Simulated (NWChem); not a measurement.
System: CH$_{3}$BrOSe; SMILES O([Se]Br)C

Here is an NWChem input.

```
start job
memory heap 200 mb stack 900 mb global 1100 mb
geometry units angstroms
  Se    -0.076728    -0.487082     0.866476
  Br     0.700778     1.024253    -0.669919
  O     -0.973747    -1.603813    -0.214427
  C     -2.219908    -1.195451    -0.731838
  H     -2.114237    -0.324127    -1.385931
  H     -2.578757    -2.040829    -1.319166
  H     -2.940858    -0.972228     0.058989
end
basis spherical
  * library def2-svp
end
dft
  xc xpbe96 cpbe96
  disp vdw 4
  iterations 150
end
driver
  maxiter 120
end
task dft optimize
task dft freq
```

This build's default masses of Se (78.918 u) and Br (79.917 u) are each other's, which moves their modes by up to 0.6 %.

The level has its own optimisation; frequencies are unscaled.

**Question.** Give the results of this calculation. (PBE-D3(BJ)/def2-SVP.) Quantities: r Br–Se (Å); r O–Se (Å); r C–O (Å); highest harmonic frequency (cm⁻¹); lowest (cm⁻¹); zero-point energy (kcal/mol); dipole (D).

**Answer.** 
| Item | Result |
|---|---|
| r Br–Se (Å) | 2.375 |
| r O–Se (Å) | 1.809 |
| r C–O (Å) | 1.429 |
| highest harmonic frequency (cm⁻¹) | 3067 |
| lowest (cm⁻¹) | 88 |
| zero-point energy (kcal/mol) | 25.9 |
| dipole (D) | 1.79 |
